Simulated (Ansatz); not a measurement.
Cu2Sn (the lowest singlet isomer of a short search), 3 atoms. Hardware: 4 threads of Arm Neoverse V1 on a shared host.

In the def2 sets Sn takes a core potential; there is no spin–orbit coupling. Correlated methods freeze 22 core orbitals; core or outer-core shells of Sn are correlated, in sets that lack core-valence functions.

Task: How many basis functions does each of these Ansatz runs have, and roughly what does it cost? PBE0-D4/def2-TZVPD, charge -1 doublet at the geometry of the charge 0 singlet, energy, from earlier orbitals; r2SCAN-D4/def2-TZVP, charge 0 quintet, energy, from earlier orbitals; CCSD(T)/def2-TZVPP, charge 0 singlet, energy, from earlier orbitals; PBE-D4/def2-TZVP, charge 0 triplet, energy, from earlier orbitals; RPA@PBE/def2-TZVP, charge 0 triplet, energy, from earlier orbitals; PBE-D4/def2-TZVP, charge 0 quintet, relaxation, 4 steps; PBE-D4/def2-TZVP, charge 0 singlet, energy, from earlier orbitals; PBE-D4/def2-TZVP, charge 0 unrestricted singlet, energy, from earlier orbitals; PBE0-D4/def2-TZVP, charge 0 quintet, energy, from earlier orbitals; PBE0-D4/def2-SVP, charge -1 doublet at the geometry of the charge 0 singlet, energy with a search over starts; BLYP-D4/def2-TZVP, charge 0 quintet, energy, from earlier orbitals; B3LYP-D4/def2-TZVP, charge 0 triplet, energy, from earlier orbitals.

Result: Other jobs shared the machine, so times can vary by a factor of up to 3. A dash marks memory too small to be measured apart from the calling script's.

```
                                                                                                          run  functions  fitting or Cholesky vectors  wall time  peak host memory (GiB)
                                            PBE-D4/def2-TZVP, charge 0 singlet, energy, from earlier orbitals        140                         1294      1.6 s                       –
                                            PBE-D4/def2-TZVP, charge 0 triplet, energy, from earlier orbitals        140                         1294      2.8 s                       –
                                           BLYP-D4/def2-TZVP, charge 0 quintet, energy, from earlier orbitals        140                         1294      3.3 s                       –
                               PBE-D4/def2-TZVP, charge 0 unrestricted singlet, energy, from earlier orbitals        140                         1294      3.5 s                       –
PBE0-D4/def2-SVP, charge -1 doublet at the geometry of the charge 0 singlet, energy with a search over starts         88                         1035      4.2 s                       –
                                          B3LYP-D4/def2-TZVP, charge 0 triplet, energy, from earlier orbitals        140                         1428        5 s                    0.56
                                           PBE0-D4/def2-TZVP, charge 0 quintet, energy, from earlier orbitals        140                         1428        6 s                    0.56
                                           RPA@PBE/def2-TZVP, charge 0 triplet, energy, from earlier orbitals        140                         1428        6 s                       –
                                         r2SCAN-D4/def2-TZVP, charge 0 quintet, energy, from earlier orbitals        140                         1294        7 s                       –
 PBE0-D4/def2-TZVPD, charge -1 doublet at the geometry of the charge 0 singlet, energy, from earlier orbitals        152                         1469        7 s                     0.6
                                                      PBE-D4/def2-TZVP, charge 0 quintet, relaxation, 4 steps        140                         1294        8 s                       –
                                          CCSD(T)/def2-TZVPP, charge 0 singlet, energy, from earlier orbitals        178                         1392       29 s                     1.2
```
